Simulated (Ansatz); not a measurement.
Correlation energies of `CC(C)[O][Zr]([OH])([OH])[Cl]` by basis set

```xyz
17

C     0.942   -0.301    1.756
C     0.205    0.743    0.942
C    -1.135    1.112    1.546
O     0.012    0.274   -0.367
Zr   -0.261   -0.587   -2.038
O     0.393   -2.385   -1.943
O     0.638    0.388   -3.423
Cl   -2.609   -0.611   -2.464
H     1.140    0.068    2.766
H     1.896   -0.553    1.289
H     0.343   -1.212    1.833
H     0.827    1.647    0.875
H    -1.646    1.850    0.925
H    -1.772    0.227    1.621
H    -1.003    1.530    2.546
H     0.866   -3.211   -1.963
H     1.165    1.021   -3.901
```

Total charge 0; spin multiplicity 1. Correlated methods include outer-core shells of Zr, which these sets cover unevenly. Zr takes the def2 core potential. All single points use the PBE0-D4/def2-TZVP geometry. It is one conformer, not always the lowest. Frozen core, restricted reference, Ansatz.

```csv
basis,HF (Eh),MP2 corr.,CCSD corr.,(T),CCSD(T) total
def2-SVP,-849.35244,-1.37174,-1.42788,-0.04235,-850.82267
def2-TZVPP,-849.92843,-1.78418,-1.82598,-0.07587,-851.83028
def2-QZVPP,-849.96180,-1.94686,–,–,–
```
